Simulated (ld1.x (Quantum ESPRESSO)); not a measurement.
## Which change was made? (Sb, TM)

antimony (Sb), norm-conserving Troullier–Martins (Kleinman–Bylander form), made with ld1.x (Quantum ESPRESSO) 7.5 (PBEsol, scalar-relativistic). Core [Kr] 4d10, reference 5s2 5p1 (charge +2). Waves: 5p (bound): rc 2.35 bohr; 5d channel at 0.3 Ry: rc 1.90 bohr; 5s (bound): rc 1.60 bohr. Local part: the s channel. Core correction: none.

Cutoffs, loose and tight: the cutoffs (Ry, on a coarse ladder) from which the occupation-weighted sum of valence levels, in a spherical-Bessel basis at the reference potential, stays within 10 and 1 mRy of its value at 400 Ry. They do not see the model core or the augmentation charge, which bear on the density cutoff. Test errors are all-electron minus pseudo excitation energies from the reference, over the configurations 5s2 5p3; 5s2 5p2; 5s2 5p0; 5s1 5p4; 5s2 5p2.5; 5s2 5p3.3; 5s0 5p5; variants that change the core or the reference have their own tests.

The base gives: outcome: generated; cutoff, loose: 35 Ry; cutoff, tight: 90 Ry; bound ghosts: d; largest test error (meV): +30.

After one change the result is: outcome: generated; cutoff, loose: 25 Ry; cutoff, tight: 35 Ry; bound ghosts: none; largest test error (meV): -9.9. Which change was it?
A. all radii scaled by about 0.76 (s 1.22, p 1.78, d 1.44 bohr)
B. all radii scaled by about 1.21 (s 1.94, p 2.86, d 2.30 bohr)
C. all radii scaled by about 1.39 (s 2.22, p 3.26, d 2.64 bohr)
D. all radii scaled by about 0.90 (s 1.44, p 2.12, d 1.72 bohr)

B. The others give: all radii scaled by about 0.76 (s 1.22, p 1.78, d 1.44 bohr) → outcome: generated; cutoff, loose: 160 Ry; cutoff, tight: over 300 Ry; bound ghosts: p, d, s (extra level of the local part); largest test error (meV): +266 | all radii scaled by about 1.39 (s 2.22, p 3.26, d 2.64 bohr) → outcome: generated; cutoff, loose: 21 Ry; cutoff, tight: 35 Ry; bound ghosts: none; largest test error (meV): -21 | all radii scaled by about 0.90 (s 1.44, p 2.12, d 1.72 bohr) → outcome: generated; cutoff, loose: 55 Ry; cutoff, tight: 160 Ry; bound ghosts: d; largest test error (meV): +90.
